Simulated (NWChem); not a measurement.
## Polarisability of BeCl (+1)

SMILES: [Be+][Cl]
```xyz
2

Be     0.0000     0.0000    -1.4219
Cl     0.0000     0.0000     0.3346
```
Charge +1, spin multiplicity 1.

The numbers come from NWChem runs, not from measurements. The geometry was optimised at B3LYP/def2-SVP, a minimum by its harmonic frequencies.

Basis set: def2-SVPD. Static limit.

The correlated methods keep 6 core orbitals frozen. B3LYP has NWChem's definition, with VWN1-RPA local correlation. The spin multiplicity of the parent species was assumed, not shown to be that of its ground state. The structure started from a generated list of species. Coupled-cluster values serve here as a point of comparison, not as the truth.

```csv
method,isotropic polarisability (bohr³)
HF,…
PBE,…
BHandHLYP,20.46
B3LYP,…
CCSD linear response,…
```

Complete the blanks.


- HF, isotropic polarisability (bohr³): 19.43
- PBE, isotropic polarisability (bohr³): 22.25
- B3LYP, isotropic polarisability (bohr³): 21.56
- CCSD linear response, isotropic polarisability (bohr³): 21.74
